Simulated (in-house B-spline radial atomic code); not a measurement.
**TDHF excitations of O⁶⁺**

Method: TDHF. Computed with a B-spline radial code for spherical atoms: linear response of the closed shell 1s2 with bare exchange (time-dependent Hartree-Fock); non-relativistic, point nucleus, no spin-orbit coupling, no double excitations, S, P, D and F terms only.

Command:
```bash
python run_td.py task.json out
```
Settings (radii: box in bohr, nucleus in fm):
```
Z                        8
electrons                2
configuration            1s2
hamiltonian              nr
method                   hf
box_radius               14.35
intervals                47
```

Run time, properties included: 1 thread of Intel(R) Xeon(R) Platinum 8488C (Sapphire Rapids), on a shared host.

The lowest states, in the order of their Tamm-Dancoff energies; the method's threshold (minus the highest occupied level) is 739.25 eV. Labels give the largest channel, * marks a mixed state, and oscillator strengths are full-response dipole values. Energies in eV:

```
     state  full response  Tamm-Dancoff  oscillator strength
1s → 2s 3S         560.64        560.71                    -
1s → 2p 3P              ?             ?                    -
1s → 2s 1S         569.14        569.20                    -
1s → 2p 1P         574.22        574.25                0.693
1s → 3s 3S         661.90        661.92                    -
1s → 3p 3P         663.98        663.99                    -
1s → 3s 1S         664.10        664.12                    -
1s → 3d 3D              ?             ?                    -
1s → 3d 1D         665.19        665.19                    -
1s → 3p 1P         665.58        665.58                0.146
```

**Question.** Where does 1s → 3d 3D lie?

**Answer.** At 665.12 eV in full response, 665.12 eV in Tamm-Dancoff.

**Question.** Where does 1s → 2p 3P lie?

**Answer.** At 568.34 eV in full response, 568.38 eV in Tamm-Dancoff.

**Question.** How large is the singlet-triplet splitting of 1s → 2s (S terms) in Tamm-Dancoff?

**Answer.** 8.49 eV, from the unrounded values.

**Question.** What polarisabilities and dispersion coefficient does the method give?

**Answer.** Dipole 0.002648 bohr³, quadrupole 0.0001625 bohr⁵, C6 0.0001297 hartree·bohr⁶ for two such species.
